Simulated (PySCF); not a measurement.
Ligands exchanged one at a time, Ga F-Br. All species are isolated molecules in the gas phase. Strings in code marks are SMILES.

All values below come from PySCF 2.14.0 with B3LYP-D3(BJ)/def2-TZVP // PBE0-D4/def2-TZVP. B3LYP has the VWN-RPA correlation part, as in Gaussian. 

```tsv
species	HOMO (eV)	HOMO–LUMO gap (eV)
0 of 3 F replaced by Br	?	8.68
1 of 3 F replaced by Br (`[F][Ga]([Br])[F]`)	-9.15	6.56
2 of 3 F replaced by Br (`[Br][Ga]([Br])[F]`)	-8.73	6.22
3 of 3 F replaced by Br	-8.42	?
```

Problem. Fill in the missing entries.

Solution. 
- 0 of 3 F replaced by Br, HOMO (eV): -11.47
- 3 of 3 F replaced by Br, HOMO–LUMO gap (eV): 5.89
